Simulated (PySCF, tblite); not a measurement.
A set of runs on cyclopentanecarbonyl chloride (`O=C(Cl)C1CCCC1`); the geometry of each is named by its level. Settings lines and outputs come from a driver script.

Species: cyclopentanecarbonyl chloride, C6H9ClO.
Bonds: O1–C2 (double), C2–Cl3, C2–C4, C4–C5, C5–C6, C6–C7, C7–C8, C4–C8. Hydrogens: H9 on C4; H10, H11 on C5; H12, H13 on C6; H14, H15 on C7; H16, H17 on C8.

Step 1: GFN2-xTB geometry optimisation, gas phase (tblite 0.8.0) (from a force-field or distance-geometry start)
```json
{"job": {"kind": "relax", "xc": "GFN2-xTB", "basis": "xTB"}, "charge": 0, "multiplicity": 1}
```
```
step      E/eV     max force
  0    -708.86424    4.362
  1    -708.97181    5.940
  2    -709.13810    1.124
...
128    -709.39819    0.011
129    -709.39821    0.011
130    -709.39823    0.012
131    -709.39825    0.011
132    -709.39827    0.008
```

Energy lowered by 12.3 kcal/mol over 132 steps; largest atomic force 0.008 eV/Å at the end. «max force» is the largest atomic force in eV/Å.

Step 2: GFN2-xTB harmonic vibrations, gas phase (tblite 0.8.0) (on the GFN2-xTB geometry)
```json
{"job": {"kind": "ir", "xc": "GFN2-xTB", "basis": "xTB"}, "charge": 0, "multiplicity": 1}
```
```
(table of modes left out)
```

45 modes from 35 to 3025 cm⁻¹ (unscaled, harmonic); zero-point energy 87.4 kcal/mol; all wavenumbers are real at this level.

Step 3: TDDFT B3LYP/def2-SVPD, vertical, gas phase, core orbitals frozen in the response (PySCF 2.14.0, density-fitted response routines) (on the GFN2-xTB geometry)
```json
{"job": {"kind": "uv", "xc": "B3LYP", "basis": "def2-SVPD", "nstates": 8, "ntriplets": 3}, "charge": 0, "multiplicity": 1}
```
```
...
Static polarisability (au): isotropic 84.968, principal 72.378 80.777 101.749
Singlet excitations
state   eV       nm        f      main configurations
  1   5.1444    241.0   0.00044   H->L 0.97
  2   6.1504    201.6   0.00005   H-1->L 0.98
  3   6.6567    186.3   0.01152   H-2->L 0.84, H->L+2 0.09
  4   7.1209    174.1   0.00103   H-3->L 0.92
  5   7.3115    169.6   0.00202   H-5->L 0.71, H-4->L 0.14
  6   7.4512    166.4   0.01665   H-4->L 0.71, H-5->L 0.15
  7   7.5345    164.6   0.07093   H-6->L 0.62, H-4->L 0.12, H->L+1 0.10
  8   7.6159    162.8   0.03736   H->L+1 0.59, H-7->L 0.20, H-6->L 0.10
Triplet excitations (Tamm-Dancoff, eV): 4.6475 5.7548 6.0057
```

HOMO -8.21 eV, LUMO -1.33 eV; lowest singlet 5.14 eV; lowest triplet 4.65 eV (Tamm–Dancoff); mean polarisability 85.0 au.

On Arm Neoverse V1, one thread, no GPU (shared host), this took 81 s (grids of density and orbitals included) and 0.90 GiB of memory at its peak.

Geometry of the electronic-property runs (GFN2-xTB):
```
atom  x, y, z in Å
O1     1.554    1.493    1.554
C2     1.772    0.688    0.715
Cl3    3.334   -0.165    0.715
C4     0.891    0.213   -0.397
C5     0.324   -1.181   -0.030
C6    -1.060   -0.878    0.533
C7    -1.563    0.229   -0.387
C8    -0.337    1.128   -0.573
H9     1.496    0.147   -1.303
H10    0.232   -1.781   -0.936
H11    0.963   -1.715    0.671
H12   -1.707   -1.753    0.534
H13   -0.976   -0.504    1.555
H14   -2.409    0.771    0.031
H15   -1.867   -0.198   -1.343
H16   -0.333    1.618   -1.545
H17   -0.320    1.901    0.196
```

 (This holds for the electronic-property runs.)

One conformer stands for the species.
